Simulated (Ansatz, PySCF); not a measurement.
B(CF3)(H)(OH) (CH2BF3O), SMILES B(C(F)(F)F)O.

Geometry: PBE0-D3(BJ)/def2-SVP. This is a generated structure with no PubChem entry under its InChIKey; it may be hypothetical. The values are those of a single conformer.

Vertical ionisation energy (IE) and electron affinity (EA) in eV. Rows of orbital energies are one-electron estimates. Where ΔSCF, EOM or ADC give a negative EA the extra electron is unbound and the value depends on the basis.

```json
[
 {"level": "−ε(HOMO), −ε(LUMO), ωB97X/def2-TZVP (PySCF)", "IE": "12.05", "EA": "-1.18"},
 {"level": "−ε(HOMO), −ε(LUMO), PBE/def2-TZVP (PySCF)", "IE": "7.88", "EA": "2.16"},
 {"level": "ΔSCF, PBE0/def2-SVPD (Ansatz), final states of multiplicity 2 and 2", "IE": "12.15", "EA": "-0.80"},
 {"level": "ΔSCF, PBE/def2-SVPD (Ansatz), final states of multiplicity 2 and 2", "IE": "11.55", "EA": "-0.76"}
]
```

Problem. What vertical singlet–triplet gap does ΔSCF give with PBE0/def2-SVPD (Ansatz, an electronic-structure program) and with PBE/def2-SVPD (Ansatz)? (An estimate is asked for; the answer gives what the named calculation found.)

Solution. 5.89 and 5.42 eV (triplet above singlet where positive).
